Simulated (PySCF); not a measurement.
**Stationary points of WON**

Level of theory: PBE0 in PySCF with W def2-TZVP with ECP60, O def2-TZVP, N def2-TZVP; scalar-relativistic core potentials, no spin–orbit coupling; density-fitted integrals.

Relaxations began from a few typed shapes; open shells are unrestricted. The search is not exhaustive: other isomers or separated fragments can lie lower, and high-lying points may rest on an excited occupation.

Task: Which is the lowest minimum found?
A. broken-symmetry Ms = 1/2 (⟨S²⟩ 1.78) Cs: W–N 1.751 Å, W–O 1.719 Å; N–W–O 111.6°
B. doublet Cs: W–N 1.675 Å, W–O 1.708 Å; N–W–O 103.9°
C. broken-symmetry Ms = 1/2 (⟨S²⟩ 1.77) C∞v: W–N 1.758 Å, W–O 1.780 Å; N–W–O 180.0°

Result: B. The others lie at 127.0 (broken-symmetry Ms = 1/2 Cs), 294.5 (broken-symmetry Ms = 1/2 C∞v, a saddle point) kJ/mol above it.

Formally W is in oxidation state +5, d1, with 1 unpaired electron. The Mulliken spin on W is 1.34. The polar-tensor charge on W, 1.25, is far below the formal one.

For the lowest minimum: open d and f shells are described by one determinant, and the ground state may have another occupation or spin. Spin–orbit coupling, left out here, can matter for elements this heavy.

The electron or spin density has lower symmetry than the nuclear frame for the broken-symmetry Ms = 1/2 (⟨S²⟩ 1.77) C∞v at 294.5 kJ/mol.
